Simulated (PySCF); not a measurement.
**Radial density of Si(2+) (silicon, charge +2)**

UHF, [Ne] 3p2, high-spin 3P determinant (an excited configuration). Calculation: PySCF 2.14, in aug-cc-pVTZ-DK (6s5p3d2f, 50 functions); the spin-free X2C one-electron Hamiltonian (Gaussian nucleus).

```json
{"r (bohr)": "0.00151", "4πr²ρ (e/bohr)": "0.05769", "4πr²(ρα − ρβ)": "0.0000"}
{"r (bohr)": "0.00254", "4πr²ρ (e/bohr)": "0.1516", "4πr²(ρα − ρβ)": "0.0000"}
{"r (bohr)": "0.00427", "4πr²ρ (e/bohr)": "0.3940", "4πr²(ρα − ρβ)": "0.0000"}
{"r (bohr)": "0.00718", "4πr²ρ (e/bohr)": "0.9982", "4πr²(ρα − ρβ)": "0.0000"}
{"r (bohr)": "0.0121", "4πr²ρ (e/bohr)": "2.407", "4πr²(ρα − ρβ)": "-0.0001"}
{"r (bohr)": "0.0203", "4πr²ρ (e/bohr)": "5.318", "4πr²(ρα − ρβ)": "-0.0001"}
{"r (bohr)": "0.0342", "4πr²ρ (e/bohr)": "10.12", "4πr²(ρα − ρβ)": "0.0007"}
{"r (bohr)": "0.0575", "4πr²ρ (e/bohr)": "14.96", "4πr²(ρα − ρβ)": "0.0057"}
{"r (bohr)": "0.0967", "4πr²ρ (e/bohr)": "14.92", "4πr²(ρα − ρβ)": "0.0289"}
{"r (bohr)": "0.163", "4πr²ρ (e/bohr)": "10.26", "4πr²(ρα − ρβ)": "0.1001"}
{"r (bohr)": "0.274", "4πr²ρ (e/bohr)": "11.60", "4πr²(ρα − ρβ)": "0.2011"}
{"r (bohr)": "0.460", "4πr²ρ (e/bohr)": "13.94", "4πr²(ρα − ρβ)": "0.1334"}
{"r (bohr)": "0.774", "4πr²ρ (e/bohr)": "5.972", "4πr²(ρα − ρβ)": "0.0033"}
{"r (bohr)": "1.30", "4πr²ρ (e/bohr)": "1.155", "4πr²(ρα − ρβ)": "0.6240"}
{"r (bohr)": "2.19", "4πr²ρ (e/bohr)": "0.9957", "4πr²(ρα − ρβ)": "0.9914"}
{"r (bohr)": "3.68", "4πr²ρ (e/bohr)": "0.1839", "4πr²(ρα − ρβ)": "0.1839"}
{"r (bohr)": "6.19", "4πr²ρ (e/bohr)": "0.003526", "4πr²(ρα − ρβ)": "0.0035"}
{"r (bohr)": "10.4", "4πr²ρ (e/bohr)": "3.696e-05", "4πr²(ρα − ρβ)": "0.0000"}
```

Densities and radii are taken from the X2C orbitals without a picture-change correction, which distorts them close to the nucleus.
